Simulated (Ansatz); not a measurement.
`C[O][Ge]([NH2])([O]C)[O]C`. Total charge 0; spin multiplicity 1. Correlated methods include outer-core shells of Ge, which these sets cover unevenly. Scalar relativity is left out up to krypton.

Z-matrix (Å, degrees):
```
C
O 1 1.412
H 1 1.096 2 111.9
H 1 1.096 2 111.9 3 -121.6
H 1 1.092 2 107.8 3 119.2
Ge 2 1.765 1 119.0 3 62.4
O 6 1.754 2 112.2 1 53.0
O 6 1.762 2 111.4 1 -59.5
N 6 1.809 2 103.3 1 174.4
C 7 1.413 6 118.8 2 65.9
C 8 1.410 6 118.6 2 -58.0
H 9 1.009 6 114.5 2 22.8
H 9 1.008 6 116.5 2 154.2
H 10 1.092 7 107.6 6 169.0
H 10 1.095 7 112.1 6 49.6
H 10 1.096 7 111.6 6 -72.1
H 11 1.098 8 112.2 6 -58.0
H 11 1.092 8 107.8 6 -177.0
H 11 1.097 8 112.1 6 63.9
```

Give the diagnostics of a CCSD(T)/def2-TZVPP run (frozen core, Ansatz). (An estimate is asked.)

Computed: T1 = 0.0115, largest single amplitude 0.014, largest double 0.018, (T) share of the correlation energy 3.7 %, 9 CCSD cycles. The RHF solution is stable towards an unrestricted one. T1 lies under the customary mark of 0.02 for closed shells.
